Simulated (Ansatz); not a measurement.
Li₂Al₃⁻. Total charge -1; singlet. Geometry PBE-D4/def2-TZVPD.

```xyz
5

Li   -0.2739   -1.2705    0.0017
Li    0.2997   -0.4659    3.1123
Al    0.1036    1.3044   -1.4213
Al    0.3834    1.1573    1.0393
Al   -0.5128   -0.7252   -2.7321
```

The restricted singlet is unstable towards broken spin symmetry in Hartree–Fock (as tested in another run); at PBE-D4/def2-TZVPD, r2SCAN-D4/def2-TZVPD, B97M-V/def2-TZVPD, PBE0-D4/def2-TZVPD and others this wasn't settled. At PBE-D4/def2-TZVPD, B97M-V/def2-TZVPD the highest occupied level of the charge -1 singlet lies above zero (up to 0.12 eV). The electron is either unbound and held by the finite basis, or the level is raised by self-interaction error. Another isomer (triplet) lies 0.86 eV lower at PBE0-D4/def2-TZVPD; other spin states weren't run for this one.

(1) Estimate the orbital energies around the gap (eV) in Ansatz with PBE-D4/def2-TZVPD, r2SCAN-D4/def2-TZVPD, B97M-V/def2-TZVPD, PBE0-D4/def2-TZVPD, ωB97X-V/def2-TZVPD.

Answers

(1) 
| orbital | PBE-D4/def2-TZVPD | r2SCAN-D4/def2-TZVPD | B97M-V/def2-TZVPD | PBE0-D4/def2-TZVPD | ωB97X-V/def2-TZVPD |
| --- | --- | --- | --- | --- | --- |
| HOMO−5 | -5.42 | -5.73 | -5.75 | -6.71 | -9.34 |
| HOMO−4 | -3.89 | -4.09 | -4.10 | -4.91 | -7.12 |
| HOMO−3 | -1.96 | -2.06 | -2.05 | -2.70 | -4.48 |
| HOMO−2 | -0.32 | -0.38 | -0.36 | -0.78 | -2.20 |
| HOMO−1 | -0.21 | -0.26 | -0.25 | -0.71 | -1.96 |
| HOMO | 0.07 | -0.01 | 0.12 | -0.36 | -1.55 |
| LUMO | 0.49 | 0.54 | 0.49 | 0.87 | 1.98 |
| LUMO+1 | 0.84 | 0.91 | 0.84 | 1.30 | 2.52 |
| LUMO+2 | 1.15 | 1.21 | 1.23 | 1.64 | 2.89 |
| LUMO+3 | 1.27 | 1.46 | 1.28 | 1.76 | 3.07 |
| LUMO+4 | 1.97 | 2.18 | 1.92 | 2.39 | 3.39 |
| LUMO+5 | 1.97 | 2.22 | 1.95 | 2.44 | 3.71 |
